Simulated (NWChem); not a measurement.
## Basis-set convergence for AlF$_{2}$I

```xyz
4

Al     0.0000     0.0000    -1.3501
F     -1.4144     0.0000    -2.1996
F      1.4144     0.0000    -2.1996
I      0.0000     0.0000     1.0782
```
Charge 0, spin multiplicity 1.

All runs are NWChem calculations. Structure: optimised with PBE0/def2-SVP with def2 effective core potentials on I, a minimum by its harmonic frequencies.

Quantity: LUMO energy at the level PBE.

Effective core potentials replace the inner electrons of I; spin-orbit coupling is left out. The structure started from a generated list of species.

Costs are rough ratios of processor time within this set of runs, SCF included, with def2-SVP as 1.

| basis | functions | LUMO energy (eV) | relative cost |
|---|---|---|---|
| def2-SVP | 72 | -2.32 | 1 |
| def2-SVPD | 105 | -2.62 | under 3 |
| def2-TZVP | 149 | -2.48 | 5 |
| def2-TZVPP | 154 | -2.48 | 4 |
| def2-TZVPD | 182 | -2.58 | 6 |

Smallest basis within 0.2 eV of def2-TZVPD, the largest set run: def2-SVPD, with 105 functions against 182 and about 30 % of the time (also within reach: def2-TZVP, def2-TZVPP). def2-TZVPD isn't the basis-set limit itself, and a small set can land close by cancellation.
